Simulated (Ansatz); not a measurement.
`O[SiH2][AsH2]` + H₂ → `O[SiH3]` + `[AsH3]` at 298.15 K and 1 bar (hydrogenolysis of the Si–As bond).

Calculated with Ansatz (gas phase, PBE0-D4/def2-TZVP geometries, no zero-point term in ΔE). CCSD(T)/CBS is the MP2 limit (def2-TZVPP, def2-QZVPP) plus CCSD(T) − MP2 in def2-TZVPP, frozen cores. This one scheme is used for every species. For As outer-core shells are correlated without core-valence functions, which leaves a few kJ/mol of doubt a bond. Scalar relativity is left out up to krypton. One conformer a species, not always the lowest.

| species | CCSD(T)/CBS energy (Eh) | H − E (kJ/mol) | S (J/(mol·K)) |
| --- | --- | --- | --- |
| `O[SiH2][AsH2]` | -2602.30953 | 141.2 | 326.3 |
| H₂ | -1.17544 | 35.1 | 130.4 |
| `O[SiH3]` | -366.69042 | 113.6 | 257.8 |
| `[AsH3]` | -2236.79077 | 67.8 | 222.9 |

H − E and S are ideal-gas, rigid-rotor, harmonic terms from PBE0-D4/def2-TZVP, for one conformer and one mirror image of each species. The MP2-based limit puts H₂ 0.8 mEh under its directly extrapolated value; such offsets cancel only in part. 1 Eh = 2625.50 kJ/mol, R = 8.31446 J/(mol·K).

Q: By hand: ΔE, ΔH, ΔS and ΔG.

A: ΔE = (-366.69042) + (-2236.79077) − (-2602.30953) − (-1.17544) = 0.00378 Eh = 9.9 kJ/mol. Δ(H − E) = 113.6 + 67.8 − 141.2 − 35.1 = 5.1, so ΔH = 15.0 kJ/mol. ΔS = 257.8 + 222.9 − 326.3 − 130.4 = 24.0 J/(mol·K). ΔG = 15.0 − 298.15 × (24.0)/1000 = 7.8 kJ/mol.

Q: By hand: the equilibrium constant, and the temperature at which ΔG would vanish if ΔH and ΔS stayed fixed.

A: log₁₀ K = −ΔG/(RT ln 10) = -1.4. ΔG = 0 at ΔH/ΔS = 625 K.

TΔS isn't small against ΔH here. A doubt of 5 kJ/mol in ΔE shifts log₁₀ K by 0.9 here. Other conformers and mirror images would add mixing entropy, several J/(mol·K) or more a flexible species. These are equilibria of isolated gas molecules and say nothing of rates. Largest T1 diagnostic: 0.011 (customary marks: 0.02 for closed shells, 0.045 for open ones).
